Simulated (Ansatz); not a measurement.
Two isomers of C2H3FSi: A = `C#C[SiH2]F`, B = `FC#C[SiH3]`.

Program: Ansatz. Geometries: PBE0-D4/def2-TZVP. ΔE: electronic, gas phase. CCSD(T)/CBS adds triple-zeta CCSD(T) − MP2 to the extrapolated MP2 energy (def2 sets, frozen cores). This one scheme is used for every species. DFT in def2-TZVPP.

A:

```xyz
7

C    -1.9001    0.3242   -0.3813
C    -0.7346    0.1221   -0.1477
Si    1.0275   -0.1370    0.2103
F     1.3576   -1.6950    0.1141
H    -2.9315    0.4987   -0.5884
H     1.8510    0.5721   -0.7920
H     1.3301    0.3150    1.5850
```

B:

```xyz
7

F    -1.045    0.970   -2.859
C    -0.631    0.586   -1.725
C    -0.238    0.221   -0.648
Si    0.357   -0.332    0.977
H    -0.124    0.603    2.023
H    -0.160   -1.694    1.255
H     1.840   -0.355    0.977
```

(1) Which isomer does CCSD(T)/CBS put lower? Give the gap. (An estimate is asked.)

(2) Give E(B) − E(A) in kJ/mol with MP2/def2-TZVPP, CCSD(T)/def2-SVP, CCSD/def2-TZVPP, CCSD(T)/def2-TZVPP, B2PLYP, HF/def2-TZVPP, PBE-D4. (Estimate.)

(3) Does the order hold for the free energy at 298.15 K (harmonic terms from PBE0-D4)? (Estimate.)

Largest T1 diagnostic: 0.013.

Answers

(1) The calculation gave: A, by 271.7 kJ/mol.

(2) Ansatz gave: MP2/def2-TZVPP 273.7, CCSD(T)/def2-SVP 230.3, CCSD/def2-TZVPP 267.0, CCSD(T)/def2-TZVPP 264.7, B2PLYP 263.4, HF/def2-TZVPP 272.4, PBE-D4 234.3. None reverses the order clearly.

(3) Ansatz gave: Yes: G(B) − G(A) = +268.6 kJ/mol.

From PBE to PBE0 (25 % exact exchange), in def2-TZVPP and without D4, E(B) − E(A) moves by +8.9 kJ/mol. At CCSD(T), def2-SVP lies −41.4 kJ/mol from the extrapolated value and def2-TZVPP −7.0 kJ/mol.
